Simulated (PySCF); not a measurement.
Bond length, frequency and bond energy of ICl by level of theory

State: ¹Σ⁺ (singlet), closed shell. Set-up: I cc-pVDZ-PP with ECP28, Cl cc-pV(D+d)Z; scalar-relativistic core potentials (PySCF 2.14). De refers to I + Cl in their high-spin ground configurations, without counterpoise correction. A positive dipole means I(−)Cl(+).

| Level | Re (Å) | ωe (cm⁻¹) | De (eV) | μ (D) | CPU s a point (SCF and correlation, without the integrals) |
| --- | --- | --- | --- | --- | --- |
| RHF | 2.346 | 403 | 0.60 | -1.71 | 0.052 |
| RHF-MP2 | 2.364 | 380 | 1.81 | n/a | 0.085 |
| RHF-SCS-MP2 | 2.375 | 372 | 1.73 | n/a | n/a |
| RHF-CCSD | 2.380 | 366 | 1.62 | n/a | n/a |
| RHF-CCSD(T) | 2.389 | 354 | 1.73 | n/a | 1.2 |
| PBE | 2.377 | 361 | 2.44 | -1.40 | 0.59 |
| r²SCAN | 2.364 | 372 | 2.23 | -1.44 | 0.82 |
| M06-L | 2.367 | 362 | 2.37 | -1.80 | 0.83 |
| r²SCANh | 2.356 | 380 | 2.14 | -1.45 | 0.94 |
| PBE0 | 2.349 | 385 | 2.18 | -1.45 | 1 |
| B2PLYP | 2.373 | 371 | 1.95 | -1.60 | 0.53 |

(1) Which functional lies closest to RHF-CCSD(T) in De, which farthest, and by how much do they differ from it?

(2) What does a quarter of exact exchange do here, going from PBE to PBE0?

(3) What does second-order correlation do here, going from RHF to RHF-MP2?

Correlated steps freeze 9 core orbitals. Correlated levels converge slowly with the basis: in double zeta they bind strong bonds too weakly, by up to about 1 eV, and carry superposition errors of some tenths. These are scalar-relativistic numbers at best; spin–orbit coupling would shift them, the dissociation energy most. Where the molecule has an RHF reference, its open-shell atoms are computed with UHF. B2PLYP dipoles, levels and charges come from its SCF part alone.

The whole job (state search and all levels along the bond) took about 1.5 min on 1 thread of Arm Neoverse V1 (shared host), peak memory 0.5 GiB.

Answers

(1) Closest is B2PLYP (-1.6 pm in Re, +4.8 % in ωe, +0.22 eV in De against RHF-CCSD(T) in the same basis), farthest PBE (-1.2 pm in Re, +2.0 % in ωe, +0.71 eV in De). CCSD(T) converges more slowly with the basis than the functionals do and binds too weakly in this one, so the order can change at the basis-set limit.

(2) PBE0 less PBE: -2.8 pm in Re, +6.6 % in ωe, -0.26 eV in De. Exact exchange removes part of the self-interaction that spreads semilocal densities, and in most molecules shortens and stiffens the bond and lowers De; so it does here.

(3) RHF-MP2 less RHF: +1.8 pm in Re, -5.7 % in ωe, +1.21 eV in De. Correlation nearly always deepens the well. The bond lengthens, as in strong covalent bonds, where excitations into antibonding orbitals dominate.
